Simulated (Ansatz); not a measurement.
`BN(B)C` + `C#C[SiH2]O` → `BO[SiH2]C#C` + `BNC` at 298.15 K and 1 bar (ligand exchange at a B–N bond).

Gas-phase electronic energies from Ansatz, PBE0-D4/def2-TZVP geometries. CCSD(T)/CBS adds triple-zeta CCSD(T) − MP2 to the extrapolated MP2 energy (def2 sets, frozen cores). This one scheme is used for every species. Each species was taken in one conformer, which may not be the lowest.

```json
{"species": "`BN(B)C`", "CCSD(T)/CBS energy (Eh)": "-146.59307", "H − E (kJ/mol)": "248.1", "S (J/(mol·K))": "306.3"}
{"species": "`C#C[SiH2]O`", "CCSD(T)/CBS energy (Eh)": "-442.75166", "H − E (kJ/mol)": "149.6", "S (J/(mol·K))": "309.0"}
{"species": "`BO[SiH2]C#C`", "CCSD(T)/CBS energy (Eh)": "-468.17507", "H − E (kJ/mol)": "185.0", "S (J/(mol·K))": "344.3"}
{"species": "`BNC`", "CCSD(T)/CBS energy (Eh)": "-121.18426", "H − E (kJ/mol)": "215.2", "S (J/(mol·K))": "268.0"}
```

H − E and S are ideal-gas, rigid-rotor, harmonic terms from PBE0-D4/def2-TZVP, for one conformer and one mirror image of each species. 1 Eh = 2625.50 kJ/mol, R = 8.31446 J/(mol·K).

Problem. By hand: ΔE, ΔH, ΔS and ΔG.

Solution. ΔE = (-468.17507) + (-121.18426) − (-146.59307) − (-442.75166) = -0.01460 Eh = -38.3 kJ/mol. Δ(H − E) = 185.0 + 215.2 − 248.1 − 149.6 = 2.5, so ΔH = -35.8 kJ/mol. ΔS = 344.3 + 268.0 − 306.3 − 309.0 = -3.0 J/(mol·K). ΔG = -35.8 − 298.15 × (-3.0)/1000 = -34.9 kJ/mol.

Problem. By hand: the equilibrium constant, and the temperature at which ΔG would vanish if ΔH and ΔS stayed fixed.

Solution. log₁₀ K = −ΔG/(RT ln 10) = 6.1. ΔG = 0 at ΔH/ΔS = 11933 K, far beyond where these terms or the molecules hold.

The number of gas molecules stays the same, so ΔS is small and ΔH decides. A doubt of 5 kJ/mol in ΔE shifts log₁₀ K by 0.9 here. Other conformers and mirror images would add mixing entropy, several J/(mol·K) or more a flexible species. Modes under 60 cm⁻¹, often nearly free rotors, make the harmonic entropy too high. These are equilibria of isolated gas molecules and say nothing of rates. Largest T1 diagnostic: 0.014 (customary marks: 0.02 for closed shells, 0.045 for open ones).
